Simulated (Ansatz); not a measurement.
Ansatz results at the PBE0-D4/def2-TZVP geometry: HOMO–LUMO gap (B3LYP/def2-TZVPP) 9.37 eV; size of the dipole moment (ωB97M-V/def2-TZVPP) 1.42 D; LUMO energy (PBE/def2-TZVPP) 0.01 eV.

Each molecule was computed in one conformer, which needn't be the lowest.

Problem. Which molecule gave them?
A. `[CH3][GeH]1[O][SiH2]1`
B. `CC(O)(O)F`
C. `OC(O)CF`
D. `BNBNC`

Solution. B. The others give `BNBNC`: 6.57, 1.54, -1.32; `OC(O)CF`: 8.72, 1.34, 0.03; `[CH3][GeH]1[O][SiH2]1`: 5.50, 1.98, -1.64.

B3LYP here is the variant with VWN-RPA as its local correlation; programs differ in this.
